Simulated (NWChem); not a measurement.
Species: SbCl₂ cation; SMILES [Cl][Sb+][Cl]

Computed with NWChem. The geometry was optimised at PBE-D3(BJ)/def2-SVP. def2 effective core potentials on Sb; no spin-orbit coupling.

Estimate the computed values for LDA (Slater exchange, VWN5)/def2-SVP. Quantities: highest occupied level (eV); orbital gap (eV).


```
Quantity                     Result
---------------------------  ------
highest occupied level (eV)  -13.68
orbital gap (eV)               2.47
```
